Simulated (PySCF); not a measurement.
## Which basis set comes closest?

Molecule: `[Si]([Si](C)(C)C)(C)(C)Cl`, C$_{5}$H$_{15}$ClSi$_{2}$.

Geometry (Å), atoms numbered from 1 in this order:
```xyz
23

C    -1.3645    1.5877   -1.2705
Si   -0.9807    0.1319   -0.1353
C    -1.5332    0.5142    1.6291
C    -1.8348   -1.4246   -0.7687
Si    1.3330   -0.2342   -0.2503
C     1.9241   -1.7507    0.6846
C     2.3714    1.2624    0.2008
Cl    1.6590   -0.6077   -2.3038
H    -0.9763    1.3908   -2.2819
H    -0.9002    2.5163   -0.9028
H    -2.4509    1.7578   -1.3448
H    -1.2914   -0.3127    2.3152
H    -2.6239    0.6710    1.6644
H    -1.0507    1.4272    2.0119
H    -2.9261   -1.2806   -0.8259
H    -1.4667   -1.6766   -1.7753
H    -1.6408   -2.2857   -0.1099
H     2.9959   -1.9293    0.5048
H     1.7745   -1.6096    1.7677
H     1.3688   -2.6483    0.3740
H     3.4399    1.0662    0.0195
H     2.2413    1.5101    1.2669
H     2.0771    2.1388   -0.3959
```

Geometry PBE0-D3(BJ)/def2-SVP throughout; GIAO in PySCF 2.14.0 with density-fitted response routines, gas phase, one conformer, non-relativistic; equivalent atoms averaged; functional PBE0.

Reference values (measured; solution; U. Herzog, Habilitationsschrift, TU Bergakademie Freiberg, 2002/2003): δ(Si5) = 22.9 ppm vs TMS, δ(Si2) = -18.2 ppm vs TMS. Computed shifts are taken against TMS, calculated as an isolated molecule at each level.

How do the basis sets STO-3G, pcSseg-0, 6-31G, 6-31G*, cc-pVDZ, def2-SVP, pcSseg-1, 6-311+G(2d,p) perform against the reference? Times are CPU seconds on shared hosts with different chips, so compare them loosely.

## Answers


```tsv
basis set	functions	Si5	Si2	mean abs. error Si	core-s
STO-3G	67	35.0	-11.9	9.2	9.8
pcSseg-0	114	46.8	-26.3	16.0	16
6-31G	114	61.5	-10.7	23.1	20
6-31G*	154	48.4	-12.2	15.8	28
cc-pVDZ	199	39.1	-12.3	11.1	35
def2-SVP	199	38.2	-14.8	9.4	31
pcSseg-1	232	35.0	-19.0	6.5	42
6-311+G(2d,p)	330	30.6	-18.9	4.2	87
```

For 29Si the closest is 6-311+G(2d,p) (4.2 ppm) and the furthest 6-31G (23.1 ppm). Where a smaller basis beats a larger one, errors probably cancel. One molecule is a small sample, and vibrational and solvent effects are absent from the calculation.

A small basis that lands close on one nucleus may do so by chance; judge by the trend and by all nuclei.
